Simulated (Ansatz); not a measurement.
Coupled-cluster diagnostics for Cs₃Br₂, Ansatz.

Geometry of the doublet (PBE0-D4/def2-SVP):

| atom | x (Å) | y (Å) | z (Å) |
| --- | --- | --- | --- |
| Cs1 | 0.4066 | -2.2711 | 2.6940 |
| Cs2 | -3.1162 | -1.2689 | -1.1250 |
| Cs3 | 1.6059 | 2.0785 | -0.9358 |
| Br4 | -1.3591 | 1.3079 | -2.3133 |
| Br5 | 2.4627 | 0.1537 | 1.6800 |

In the def2 sets Cs takes a core potential; there is no spin–orbit coupling. Correlated methods freeze 18 core orbitals; core or outer-core shells of Cs, Br are correlated, in sets that lack core-valence functions. Another isomer (doublet) lies 0.23 eV lower at PBE0-D4/def2-TZVP; other spin states weren't run for this one.

(1) Estimate the CCSD(T) correlation energy, the shares of MP2 and (T), T1 and the reference's ⟨S²⟩ for: charge 0, doublet, own geometry in def2-SVP; and the rough time on 4 threads of AMD EPYC 7B13 on a shared host.

## Answers

(1) 
```tsv
state	basis	correlation (eV)	MP2 share (%)	(T) share (%)	T1	⟨S²⟩ (pure)	wall time
charge 0, doublet, own geometry	def2-SVP	-16.692	95.7	1.8	0.012	0.75 (0.75)	2.1 min
```
Customary marks for T1 are 0.02 (closed shells), 0.045 (open shells) and about 0.05 (3d metals). T1 stays under 0.02 throughout.
